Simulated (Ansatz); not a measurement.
The cluster Ti2Se4⁻, relaxed as a doublet with UKS PBE0-D4/def2-SVPD in Ansatz, starting from the PBE0-D4/def2-SVP geometry of the neutral singlet. Force threshold 0.02 eV/Å.

The structure comes from a short search, and lower isomers may exist.

Start:

```xyz
6

Ti   -0.516    0.583    0.685
Ti    1.428   -0.520   -0.159
Se    0.486   -1.224    1.919
Se    1.394    1.864   -0.026
Se   -0.428   -0.919   -1.658
Se   -2.364    0.216   -0.761
```

Problem. Estimate the energy that the relaxation releases and the steps that it takes.

Solution. 28.3 kcal/mol, in 11 steps; 3.5 min on 4 threads of Intel Xeon Platinum 8488C on a shared host. No frequencies were taken in this run, so the end may be a saddle point.

Problem. Does the start keep its bonding and symmetry?

Solution. Bonds lost: Se5–Se6 (atoms count from 1). Point group Cs at the start, C3v at the end, both within 0.05 Å.

Problem. Predict the relaxed structure.

Solution. 
```xyz
6

Ti   -0.715    0.209   -0.002
Ti    1.733   -0.506    0.005
Se    0.324   -1.152    1.844
Se    1.204    1.839   -0.040
Se    0.313   -1.225   -1.797
Se   -2.860    0.835   -0.009
```
Bond lengths (bridged metal pairs left out): 7 × Se–Ti 2.23 to 2.52 Å.
